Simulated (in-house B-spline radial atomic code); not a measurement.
Configurations of the neon ion Ne⁺, with energies counted from [He] 2s2 (2p1/2)2 (2p3/2)3. Computed with a B-spline radial code for spherical atoms: Dirac-Hartree-Fock, average of each configuration as written, Fermi nucleus of rms radius 3.0055 fm. Energies include first-order Breit, QED and recoil terms.

Occupations are held fixed; configurations that lie above the ionisation limit could autoionise.

| configuration | E - E(ref) (eV) | highest orbital | its <r> (bohr) |
| --- | --- | --- | --- |
| [He] 2s2 (2p1/2)1 (2p3/2)3 (3d5/2)1 | 34.655 | 3d5/2 | 5.081 |
| [He] 2s2 (2p3/2)4 (4d5/2)1 | 38.876 | 4d5/2 | 10.21 |
| [He] 2s2 (2p3/2)4 (6f7/2)1 | 40.832 | 6f7/2 | 23.99 |
| [He] 2s1 (2p1/2)2 (2p3/2)3 (4d3/2)1 | 65.494 | 4d3/2 | 10.22 |
| [He] 2s1 (2p1/2)2 (2p3/2)3 (5d5/2)1 | 66.75 | 5d5/2 | 16.92 |
| [He] 2s1 (2p1/2)1 (2p3/2)4 (6g7/2)1 | 67.556 | 6g7/2 | 22 |

(1) Order these further configurations by energy, lowest first.
A. [He] 2s1 (2p1/2)1 (2p3/2)4 (3d5/2)1
B. [He] 2s2 (2p3/2)4 (5g7/2)1
C. [He] 2s2 (2p1/2)1 (2p3/2)4
D. [He] 2s2 (2p1/2)2 (2p3/2)2 (4f7/2)1
E. [He] 2s2 (2p3/2)4 3s1

(2) How far above the reference does [He] 2s1 (2p1/2)2 (2p3/2)3 (5p1/2)1 lie?

Results:

(1) C (0.092961 eV), E (29.064 eV), D (37.771 eV), B (40.167 eV), A (62.899 eV).

(2) 66.125 eV; its least bound orbital is 5p1/2 with <r> = 13.96 bohr.
